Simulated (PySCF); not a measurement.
## Oxygen: a sound run and one with changed settings

Sound run: O⁺ [He] 2s2 2p3, O²⁺ [He] 2s2 2p2. Computed with PySCF 2.14 in jorge-DZP-DKH (4s2p1d, 15 functions), with scalar relativity by spin-free X2C-1e. The sound run starts from symmetry-adapted Hartree-Fock orbitals and uses a fine grid where one is needed.

Changed run: 26 angular points. This setting is unsound on purpose.

```
species  method  sound run (hartree)  changed run (hartree)  converged
     O⁺     UHF            -74.41662              -74.41662        yes
     O⁺     PBE            -74.53682              -74.53682        yes
     O⁺    BP86            -74.60745              -74.60745        yes
    O²⁺     UHF            -73.13954              -73.13954        yes
    O²⁺     PBE            -73.23338              -73.23297        yes
    O²⁺    BP86            -73.30396              -73.30356        yes
```

Ionisation energy of O⁺:

| method | sound run (eV) | changed run (eV) |
| --- | --- | --- |
| UHF | 34.751 | 34.751 |
| PBE | 35.468 | 35.480 |
| BP86 | 35.470 | 35.481 |

A coarse angular grid integrates products of high-l functions wrongly, so density functionals can shift, and the SCF can exploit the error; Hartree-Fock and MP2 need no grid.

For comparison, NIST gives 35.121 eV between the lowest levels.
